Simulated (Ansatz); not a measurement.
Cost and result for the atomization energy of C$_{2}$H$_{7}$AlN$_{2}$Si, SMILES `[SiH3]N/C=[C]1\[NH][AlH]1` (13 atoms, 13 bonds).

```xyz
13

Si    2.3541   -0.6739   -0.6539
N     0.9503   -0.1995    0.2141
C    -0.3555   -0.6330   -0.0709
C    -1.4611    0.0573    0.1972
N    -1.6248    1.3742    0.7891
Al   -3.1926    0.6884    0.4441
H     2.4245   -0.1437   -2.0475
H     2.4047   -2.1582   -0.7565
H     3.5242   -0.1657    0.1085
H     1.0132    0.5478    0.8860
H    -0.4325   -1.6174   -0.5196
H    -0.8595    2.0171    0.9186
H    -4.7449    0.9066    0.4909
```

Total charge 0; spin multiplicity 1. All single points use the PBE0-D4/def2-TZVP geometry. It is one conformer, not always the lowest. Program: Ansatz. All runs use 4 threads of an Arm Neoverse V2 on a shared host. Times are those of one run each, without the atoms' runs, and a repeat can differ threefold. Electronic energies, without spin–orbit coupling; frozen cores. CCSD(T)/CBS adds CCSD(T) − MP2 in def2-TZVPP to the MP2 limit, and its time is that of the two runs behind it. T1 = 0.014. B3LYP takes the VWN-RPA correlation (the form of Gaussian; ORCA's B3LYP/G).

CCSD(T)/CBS is a level of theory with its own doubt, some kJ/mol a heavy atom from the limit and from the frozen cores, so smaller differences don't rank the functionals.

| level | functions | atomization (kcal/mol) | difference from CCSD(T)/CBS | per bond |
| --- | --- | --- | --- | --- |
| MP2/def2-QZVPP | 578 | 1090.3 | 5.2 | 0.4 |
| PBE0-D4/def2-TZVPP | 306 | 1087.9 | 2.8 | 0.2 |
| ωB97M-V/def2-TZVPP (with forces) | 306 | 1090.9 | 5.8 | 0.4 |
| r2SCAN-D4/def2-TZVPP (with forces) | 306 | 1087.5 | 2.4 | 0.2 |
| CCSD(T)/CBS(def2) | – | 1085.1 | 0.0 | 0.0 |
| B2PLYP/def2-TZVPP | 306 | 1074.6 | -10.5 | -0.8 |
| ωB97X-V/def2-TZVPP | 306 | 1092.8 | 7.7 | 0.6 |
| PBE-D4/def2-TZVPP (with forces) | 306 | 1113.0 | 27.9 | 2.1 |
| CCSD(T)/def2-TZVPP | 306 | 1049.0 | -36.1 | -2.8 |
| B3LYP-D4/def2-TZVPP (with forces) | 306 | 1090.1 | 5.0 | 0.4 |

(1) Order the runs by time, with rough figures. (An estimate is asked.)

## Answers

(1) Computed: PBE-D4/def2-TZVPP (with forces) 3.1 s; PBE0-D4/def2-TZVPP 3.8 s; r2SCAN-D4/def2-TZVPP (with forces) 6 s; B3LYP-D4/def2-TZVPP (with forces) 6 s; B2PLYP/def2-TZVPP 7.5 s; ωB97X-V/def2-TZVPP 9.5 s; ωB97M-V/def2-TZVPP (with forces) 14 s; MP2/def2-QZVPP 30 s; CCSD(T)/def2-TZVPP 14 min; CCSD(T)/CBS(def2) 15 min.

In def2-TZVPP, CCSD(T) changes the Hartree–Fock value by +306.5 kcal/mol (the triples alone add +20.4 kcal/mol) and MP2 by +326.1 kcal/mol; breaking electron pairs costs correlation energy, which Hartree–Fock lacks. The D4 term adds +11.5 kcal/mol with B3LYP and +6.1 kcal/mol with PBE0; it sums over pairs of atoms, weighted by their polarisabilities, and B3LYP, whose exchange is more repulsive, gets the larger term. From PBE to PBE0 (25 % exact exchange), in def2-TZVPP and without D4, the atomization energy moves by −24.0 kcal/mol: exact exchange takes away binding that semilocal exchange gives to molecules.
